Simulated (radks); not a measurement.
Spherical jellium clusters: N electrons in a uniform positive sphere of charge N and radius rs N^(1/3), rs = 2.38 bohr. Level of theory: non-relativistic Kohn-Sham, PBEsol, spin-polarised, spherical densities (a radial shooting solver with Libxc functionals). Levels are named by radial order and angular momentum (1s, 1p, 1d, 2s, ...), and open shells are averaged over m. Each electron was tried in the lowest free levels, single moves between levels near the top were tried too, and the lowest total energy was kept; such a search can miss a lower state. Energies include the self-energy of the background; IP and EA are vertical (highest electron removed, lowest free level filled), at fixed background; spill-out counts the electrons outside the background radius R, and alpha is the static dipole polarisability from linear response (closed shells only). A dash means not computed or, for alpha, an open shell; in EA it means that no bound solution was reached, which is typical of self-interaction and does not show that the anion is unstable. Real open-shell clusters deform, which this model forbids.

N,open shells,2S,E/N (eV),E(N+1) + E(N-1) - 2E(N) (eV),IP (eV),EA (eV),-e(HOMO) (eV),spill-out (e)
1,"1s(up 1, down 0)",1,-0.357,-,-,-,4.059,0.56
2,none,0,-1.085,2.330,7.600,-,4.678,0.80
3,"1p(up 1, down 0)",1,-0.551,-1.042,4.644,-,2.398,1.22
4,"1p(up 2, down 0)",2,-0.544,-0.916,5.801,-,3.366,1.49
5,"1p(up 3, down 0)",3,-0.724,0.520,6.502,-,4.035,1.68
6,"1p(up 3, down 1)",2,-0.757,-0.859,5.737,-,3.578,1.87
7,"1p(up 3, down 2)",1,-0.903,-0.615,6.455,2.125,4.213,2.02
8,none,0,-1.089,2.869,6.914,-,4.667,2.15
9,"1d(up 1, down 0)",1,-0.916,-0.505,3.899,-,2.004,2.42
10,"1d(up 2, down 0)",2,-0.827,-0.467,4.479,-,2.554,2.64
11,"1d(up 3, down 0)",3,-0.797,-0.422,4.932,-,2.997,2.82
12,"1d(up 4, down 0)",4,-0.808,-0.378,5.301,-,3.366,2.97
13,"1d(up 5, down 0)",5,-0.845,0.359,5.607,-,3.679,3.10
14,"1d(up 5, down 0) 2s(up 1, down 0)",6,-0.852,0.073,5.169,-,3.426,3.40
15,"1d(up 5, down 1) 2s(up 1, down 0)",5,-0.853,-0.506,5.207,1.714,3.421,3.53
16,"1d(up 5, down 3)",2,-0.885,-0.390,5.576,2.026,3.762,3.49
17,"1d(up 5, down 4)",1,-0.937,-0.278,5.835,2.291,4.026,3.60
18,none,0,-0.998,0.193,6.054,2.196,4.255,3.70
19,"2s(up 1, down 0)",1,-1.043,0.303,5.803,2.032,4.084,3.91
20,none,0,-1.068,1.729,5.529,-,3.896,4.16
21,"1f(up 1, down 0)",1,-1.008,-0.278,3.864,-,2.234,4.32
22,"1f(up 2, down 0)",2,-0.967,-0.259,4.135,-,2.508,4.46
23,"1f(up 3, down 0)",3,-0.940,-0.242,4.374,-,2.752,4.58
24,"1f(up 4, down 0)",4,-0.926,-0.226,4.588,-,2.971,4.70
25,"1f(up 5, down 0)",5,-0.921,-0.211,4.780,1.613,3.170,4.80
26,"1f(up 6, down 0)",6,-0.926,-0.197,4.955,1.798,3.351,4.90
27,"1f(up 7, down 0)",7,-0.937,0.566,5.113,-,3.518,4.99
28,"1f(up 7, down 1)",6,-0.927,-0.226,4.509,-,2.966,5.09
29,"1f(up 7, down 2)",5,-0.926,-0.207,4.709,1.673,3.170,5.19
30,"1f(up 7, down 3)",4,-0.931,-0.191,4.889,1.860,3.354,5.28
31,"1f(up 7, down 4)",3,-0.943,-,5.052,2.032,3.522,5.37

All shells are closed at N = 2, 8, 18, 20 (there: 1s2 1p6 1d10 2s2); the second difference of the energy has clear peaks (12 % above both neighbours; the first and last values, which can be the largest, are not judged, and half-filled shells can peak too) at N = 5, 8, 13, 20, 27.
